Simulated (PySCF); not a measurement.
TiF₂I₂, SMILES [F][Ti]([F])([I])[I], multiplicity 1.

The structure is a stationary point at B3LYP-D3(BJ)/def2-SVP. The spin state was assumed, not searched. The structure was generated by enumeration; whether it is a known compound was not checked. The def2 effective core potentials stand for the cores of I; spin–orbit coupling is left out.

Two levels are set side by side: TDA-PBE/def2-SVPD (PySCF) and TDA-M06-2X/def2-SVPD (PySCF). Vertical, same geometry. The lowest singlet is HOMO→LUMO+1 96 % with PBE and HOMO→LUMO 62 %, HOMO−4→LUMO 32 % with the other functional; states are paired by order. Differences are taken from unrounded values.

```json
[
 {"quantity": "lowest singlet excitation (eV)", "TDA-M06-2X": "3.41"},
 {"quantity": "lowest triplet excitation (TDA) (eV)", "TDA-M06-2X": "3.04"}
]
```

**Question.** What does TDA-PBE give, and how far is it from TDA-M06-2X? (Estimate from the structure and the level; the computed values follow.)

**Answer.** 
```
quantity                              TDA-PBE  TDA-PBE minus TDA-M06-2X
------------------------------------  -------  ------------------------
lowest singlet excitation (eV)           2.65                     -0.76
lowest triplet excitation (TDA) (eV)     2.33                     -0.72
```

A lower first singlet is the usual sign of a functional without exact exchange. Differences between two approximate levels are no errors against the true value.

Rough cost on one machine, each run with all the roots and properties that it gave: TDA-M06-2X against TDA-PBE about 8 times.
